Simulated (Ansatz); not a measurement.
Ansatz (a first-principles code) input (RI-MP2/def2-TZVPPD):
A basis named .json is the Basis Set Exchange file of that set.

Ansatz 0.2 input:
```yaml
crystal:
  periodic: [false, false, false]
  atoms:
    - {symbol: O, position_ang: [-0.00000000, -0.00000000, -1.28366142]}
    - {symbol: Ge, position_ang: [0.00000000, 0.00000000, 0.39126637]}
    - {symbol: H, position_ang: [-0.00000000, -0.00000000, -2.25123244]}
basis:
  gaussian:
    orbitals: def2-TZVPPD.json
    fitting: {mean_field: def2-universal-jkfit, correlation: def2-TZVPPD-RIFIT.json}
total_charge: 2
magnetization: {spin_polarized: true, initial_magnetization: 1}
correlation: {method: mp2, electrons: outside_noble_gas}
```

Output:

```
Functional definition: HF
integrals: 0.04 GiB planned
361 factors; integrals over basis functions are off by at most 8.8e-1 eV
306 factors; integrals over basis functions are off by at most 1.3e2 eV
mean field: 0.23 GiB planned
mean field evaluation 1: about -58480.6413 eV, gradient 7.9e1 eV
mean field evaluation 2: about -58431.2633 eV, gradient 1.2e2 eV
mean field evaluation 4: about -58501.7162 eV, gradient 6.0e0 eV
mean field evaluation 8: about -58501.9691 eV, gradient 2.2e-1 eV
mean field evaluation 16: about -58499.4387 eV, gradient 2.7e1 eV
mean field evaluation 32: about -58503.2027 eV, gradient 2.5e0 eV
mean field evaluation 64: about -58496.6275 eV, gradient 4.6e0 eV
mean field -58503.22762984 eV, -2149.9539604848 hartree, gradient 8.5e-7 eV, S^2 0.757311; 6 other end points of the search recorded, 0 dependent functions left out
15 core orbitals not correlated
reference -58503.22762984 eV, -2149.9539604848 hartree; 5, 4 occupied and 91, 92 virtual orbitals, 306 factors
second order -6.34385887 eV of doubles, -0.00000000 eV of singles
Total energy: -58509.57148872 eV, -2150.1870929984 hartree
```

This state (charge 2, doublet) is run at the relaxed geometry of the species with charge 1 and multiplicity 1.
